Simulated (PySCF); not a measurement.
C8H7FO.
SMILES: `Cc1cccc(C(=O)F)c1`

Torsions of this conformer, `[CH3:1][c:2]1[cH:3][cH:4][cH:5][c:6]([C:7](=[O:8])[F:9])[cH:10]1`: C5–C6–C7–O8 179°.

The closed-shell ground state was solved at several levels (PySCF, density fitting, gas phase, non-relativistic). One conformer (not necessarily the lowest) at the PBE0-D3(BJ)/def2-SVP geometry, without solvent, vibrations or thermal averaging.

```json
{"level": "B3LYP/pcSseg-1", "basis functions": "205", "total energy (Eh)": "-484.1155", "HOMO (eV)": "-7.42", "LUMO (eV)": "-2.04", "gap (eV)": "5.38", "dipole (D)": "4.14"}
{"level": "CAM-B3LYP/def2-SVPD", "basis functions": "262", "total energy (Eh)": "-483.6022", "HOMO (eV)": "-8.84", "LUMO (eV)": "-0.89", "gap (eV)": "7.95", "dipole (D)": "4.25"}
```

(1) Estimate the row for PBE0/pcSseg-1, a basis of 205 functions; the other rows only guide the guess.

(2) Over all these levels, which gives the widest orbital gap and which the narrowest?

(3) How far do the dipole and the HOMO energy spread over the levels?

## Answers

(1) Total energy -483.5634 Eh, HOMO -7.65 eV, LUMO -1.87 eV, gap 5.78 eV, dipole 4.16 D.

(2) CAM-B3LYP/def2-SVPD (range-separated hybrid) has the widest, 7.95 eV, and B3LYP/pcSseg-1 (global hybrid, 20 % exact exchange) the narrowest, 5.38 eV. Functional and basis both differ between the two, so the spread mixes both effects.

(3) The dipole runs from 4.14 to 4.25 D (mean 4.19 D) and the HOMO from -8.84 to -7.42 eV.
